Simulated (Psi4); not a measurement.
C₂H₅O₂, charge +1, singlet, geometry from GFN2-xTB; HF/def2-SVPD (Psi4 1.11).

Input for Psi4:
```
memory 2 GB

molecule {
1 1
C    -0.88185762    0.00899774   -0.07418618
O    -0.71974313   -1.14547322    0.45674714
O     0.05802829    0.77784465   -0.34442084
H    -1.87588460    0.39555666   -0.32671543
C     1.43664404    0.47811999   -0.10026343
H     1.82407913    1.26580014    0.54905631
H     1.57697924   -0.50273413    0.35103154
H     1.95211849    0.54352817   -1.06056024
H    -1.51229206   -1.68382867    0.63527512
}

set {
  basis def2-svpd
}

energy('scf')
print_variables()
```

Q: Write the output that Psi4 gives for this input, abridged.

A: 
```
   => Loading Basis Set <=

    Name: DEF2-SVPD
    Role: ORBITAL
    Keyword: BASIS

         ---------------------------------------------------------
                                   SCF
               by Justin Turney, Rob Parrish, Andy Simmonett
                          and Daniel G. A. Smith
                              RHF Reference
         ---------------------------------------------------------

  ==> Geometry <==

    Molecular point group: c1
    Full point group: C1

    Geometry (in Angstrom), charge = 1, multiplicity = 1:

       Center              X                  Y                   Z               Mass
    ------------   -----------------  -----------------  -----------------  -----------------
         C           -0.849966873099     0.009264978517    -0.071769300086    12.000000000000
         O           -0.687852383099    -1.145205981483     0.459164019914    15.994914619570
         O            0.089919036901     0.778111888517    -0.342003960086    15.994914619570
         H           -1.843993853099     0.395823898517    -0.324298550086     1.007825032230
         C            1.468534786901     0.478387228517    -0.097846550086    12.000000000000
         H            1.855969876901     1.266067378517     0.551473189914     1.007825032230
         H            1.608869986901    -0.502466891483     0.353448419914     1.007825032230
         H            1.984009236901     0.543795408517    -1.058143360086     1.007825032230
         H           -1.480401313099    -1.683561431483     0.637691999914     1.007825032230

  Running in c1 symmetry.

  Rotational constants: A =      0.68362  B =      0.20829  C =      0.16456 [cm^-1]
  Rotational constants: A =  20494.30474  B =   6244.36697  C =   4933.43159 [MHz]
  Nuclear repulsion =  131.071300597210978

  Charge       = 1
  Multiplicity = 1
  Electrons    = 32
  Nalpha       = 16
  Nbeta        = 16

  ==> Algorithm <==

  SCF Algorithm Type is DF.
  DIIS enabled.
  MOM disabled.
  Fractional occupation disabled.
  Guess Type is SAD.
  Energy threshold   = 1.00e-06
  Density threshold  = 1.00e-06
  Integral threshold = 1.00e-12

  ==> Primary Basis <==

  Basis Set: DEF2-SVPD
    Blend: DEF2-SVPD
    Number of shells: 54
    Number of basis functions: 126
    Number of Cartesian functions: 134
    Spherical Harmonics?: true
    Max angular momentum: 2

   => Loading Basis Set <=

    Name: (DEF2-SVPD AUX)
    Role: JKFIT
    Keyword: DF_BASIS_SCF

  ==> Integral Setup <==

  SCF_SUBTYPE=INCORE selected. In-core MEM_DF algorithm will be used.
  Using in-core AOs.

  ==> MemDFJK: Density-Fitted J/K Matrices <==

    J tasked:                   Yes
    K tasked:                   Yes
    wK tasked:                   No
    Algorithm:                 Core
    Schwarz Cutoff:           1E-12
    Mask sparsity (%):       0.1638
    Fitting Condition:        1E-10

   => Auxiliary Basis Set <=

  Basis Set: (DEF2-SVPD AUX)
    Blend: DEF2-UNIVERSAL-JKFIT
    Number of shells: 130
    Number of basis functions: 394
    Number of Cartesian functions: 464
    Spherical Harmonics?: true
    Max angular momentum: 4

  Minimum eigenvalue in the overlap matrix is 2.0008403128E-04.
  Reciprocal condition number of the overlap matrix is 2.0990449302E-05.
    Using symmetric orthogonalization.

  ==> Pre-Iterations <==

  SCF Guess: Superposition of Atomic Densities via on-the-fly atomic UHF (no occupation information).

   -------------------------
    Irrep   Nso     Nmo
   -------------------------
     A        126     126
   -------------------------
    Total     126     126
   -------------------------

  ==> Iterations <==

                           Total Energy        Delta E     RMS |[F,P]|

   @DF-RHF iter SAD:  -227.70887922015453   -2.27709e+02   0.00000e+00
   @DF-RHF iter   1:  -227.84756921814517   -1.38690e-01   3.39817e-03 DIIS/ADIIS
   @DF-RHF iter   2:  -227.92684705517451   -7.92778e-02   1.56527e-03 DIIS/ADIIS
   @DF-RHF iter   3:  -227.94246726379788   -1.56202e-02   4.25757e-04 DIIS/ADIIS
   @DF-RHF iter   4:  -227.94405413519692   -1.58687e-03   8.16507e-05 DIIS
   @DF-RHF iter   5:  -227.94413997580489   -8.58406e-05   2.64731e-05 DIIS
   @DF-RHF iter   6:  -227.94415203709215   -1.20613e-05   8.07997e-06 DIIS
   @DF-RHF iter   7:  -227.94415328858457   -1.25149e-06   2.80083e-06 DIIS
   @DF-RHF iter   8:  -227.94415340207007   -1.13485e-07   1.18518e-06 DIIS
   @DF-RHF iter   9:  -227.94415342142216   -1.93521e-08   3.01459e-07 DIIS
  Energy and wave function converged.

  ==> Post-Iterations <==

    Orbital Energies [Eh]
    ---------------------

    Doubly Occupied:

[...]
      16A     -0.720691

    Virtual:

[...]
    Final Occupation by Irrep:
              A
    DOCC [    16 ]
    NA   [    16 ]
    NB   [    16 ]

  @DF-RHF Final Energy:  -227.94415342142216

   => Energetics <=

    Nuclear Repulsion Energy =            131.0713005972109784
    One-Electron Energy =                -562.5749202192265557
    Two-Electron Energy =                 203.5594662005933912
    Total Energy =                       -227.9441534214221576

Computation Completed

Properties will be evaluated at   0.000000,   0.000000,   0.000000 [a0]

Properties computed using the SCF density matrix

 Multipole Moments:

 ------------------------------------------------------------------------------------
     Multipole            Electronic (a.u.)      Nuclear  (a.u.)        Total (a.u.)
 ------------------------------------------------------------------------------------

 L = 1.  Multiply by 2.5417464519 to convert [e a0] to [Debye]
 Dipole X            :         -2.9444722            1.9887377           -0.9557345
 Dipole Y            :         -0.4904004            0.0166652           -0.4737352
 Dipole Z            :         -0.0141685            0.1507190            0.1365505
 Magnitude           :                                                    1.0754067

 ------------------------------------------------------------------------------------

  Variable Map:
  ----------------------------------------------------------------------------
[...]
  Array Variable Map:
  ----------------------------------------------------------------------------
[...]
[...]
```
